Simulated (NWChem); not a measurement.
System: EDOT (C₆H₆O₂S); SMILES c1scc2c1OCCO2

NWChem input:

```
start job
memory heap 200 mb stack 900 mb global 1100 mb
geometry units angstroms noautosym nocenter noautoz
  C     -0.068305    -1.242602    -1.255363
  S      0.000000     0.000000    -2.441986
  C      0.068305     1.242602    -1.255363
  C      0.038086     0.716311     0.008280
  C     -0.038086    -0.716311     0.008280
  O     -0.083934    -1.434841     1.154632
  C      0.321627    -0.685476     2.282300
  C     -0.321627     0.685476     2.282300
  O      0.083934     1.434841     1.154632
  H     -0.122965    -2.293345    -1.531224
  H      0.122965     2.293345    -1.531224
  H      0.018927    -1.256399     3.171279
  H      1.422763    -0.579663     2.290487
  H     -1.422763     0.579663     2.290487
  H     -0.018927     1.256399     3.171279
end
basis spherical
  * library 6-31g*
end
dft
  xc m05-2x
  iterations 150
end
cosmo
  do_cosmo_smd true
  solvent ether
end
task dft energy
```

Coordinates come from a PBE0/def2-SVP optimisation. Not confirmed as a minimum by frequencies. Solvent: diethyl ether.

Level: M05-2X/6-31G* with SMD (1 M gas to 1 M solution), gas-phase geometry.

Question: What results follow from this input? (M05-2X/6-31G* (spherical d), SMD on the gas-phase geometry.) Quantities: solvation free energy (kcal/mol); cavity-dispersion-structure term (kcal/mol); dipole in solution (D).

Answer: 
```yaml
solvation free energy (kcal/mol): -7.4
cavity-dispersion-structure term (kcal/mol): -2.7
dipole in solution (D): 2.66
```
